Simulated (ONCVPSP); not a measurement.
## What one change does to a pseudopotential (bromine, ONCV)

ONCVPSP 4.0.1 input, shortened (lines: element, Z, core and valence counts, functional; n l f; lmax; l rc ep ncon nbas qcut; lloc lpopt rc5 dvloc0; l nproj debl; icmod fcfact rcfact), PBEsol, non-relativistic:

```
  Br 35.00    6    2  -116133      upf
    1    0    2.00
    2    0    2.00
    2    1    6.00
    3    0    2.00
    3    1    6.00
    3    2   10.00
    4    0    2.00
    4    1    5.00
    2
    0    1.50    0.00    4    7    4.00
    1    1.20    0.00    4    8    6.60
    2    1.45    0.15    4    8    7.30
    4    5    0.85    0.00
    0    2    1.30
    1    1    3.90
    2    3    1.20
    0    0.00    0.00
```

Change: functional BLYP.

Cutoffs: the cutoffs (Ha) at which the residual kinetic energy of the hardest occupied pseudo-wave falls to 1 and 0.1 mHa per electron; they do not see the model core or the augmentation charge, which bear on the density cutoff. Errors are all-electron minus pseudo energies relative to the spin-unpolarised reference configuration.

Problem. What does the change do?

Solution. The potential gets neither clearly harder nor softer (115 Ha and 145 Ha → 115 Ha and 145 Ha); both files keep a bound ghost (d, s); of the 4 tests that both files solve, the error grows in 4 and shrinks in 0 by more than 15 % and 0.3 meV (median size 22.2 → 35.0 meV).

| quantity | base | changed |
| --- | --- | --- |
| cutoff, loose | 115 Ha | 115 Ha |
| cutoff, tight | 145 Ha | 145 Ha |
| loose cutoff by channel | s 39 Ha, p 115 Ha | s 40 Ha, p 115 Ha |
| bound ghosts | s, d | s, d |
| GHOST(+) flags under 300 eV | p at 23.5 eV | p at 23.8 eV |
| error for 4s2 4p4, meV [ΔE 12.58 → 12.42 eV] | +7.7 | +12 |
| error for 4s2 4p3, meV [ΔE 35.35 → 35.03 eV] | +37 | +59 |
| error for 4s2 4p2, meV [ΔE 69.31 → 68.86 eV] | +82 | +152 |
| error for 4s2 4p4.5, meV [ΔE 5.09 → 5.01 eV] | +1.7 | +2.5 |
| s: phases at 1.52 bohr within 0.05 rad from the reference energy up to (Ha; the scan ends near 5) | to the end of the scan | to the end of the scan |
| p: phases at 1.22 bohr within 0.05 rad from the reference energy up to (Ha; the scan ends near 5) | 0.2 | 0.2 |
| d: phases at 1.48 bohr within 0.05 rad from the reference energy up to (Ha; the scan ends near 5) | to the end of the scan | to the end of the scan |

 A true bound ghost makes a file unfit for plane-wave use even where its test errors are small: the radial tests pick states by their node count and pass the ghost by.
